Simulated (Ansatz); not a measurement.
`C[Si](C)(C)O` and `C[Si](C)(C)NN` differ in one atom or group.

Ansatz, PBE0-D4/def2-TZVP geometries, multiplicity 1. Each molecule was computed in one conformer, which needn't be the lowest.

```
                               property  `C[Si](C)(C)O`
   HOMO–LUMO gap (PBE0/def2-TZVPP) / eV            8.70
      LUMO energy (PBE/def2-TZVPP) / eV           -0.08
    HOMO–LUMO gap (PBE/def2-TZVPP) / eV            6.45
     LUMO energy (PBE0/def2-TZVPP) / eV            0.72
      HOMO energy (PBE/def2-TZVPP) / eV           -6.54
HOMO–LUMO gap (ωB97M-V/def2-TZVPP) / eV           12.36
```

What does the change do to each property? (Best estimate.)

Computed: 
```csv
property,`C[Si](C)(C)NN`,shift
HOMO–LUMO gap (PBE0/def2-TZVPP) / eV,7.32,-1.38
LUMO energy (PBE/def2-TZVPP) / eV,-0.05,0.03
HOMO–LUMO gap (PBE/def2-TZVPP) / eV,5.14,-1.31
LUMO energy (PBE0/def2-TZVPP) / eV,0.74,0.02
HOMO energy (PBE/def2-TZVPP) / eV,-5.18,1.36
HOMO–LUMO gap (ωB97M-V/def2-TZVPP) / eV,11.05,-1.31
```
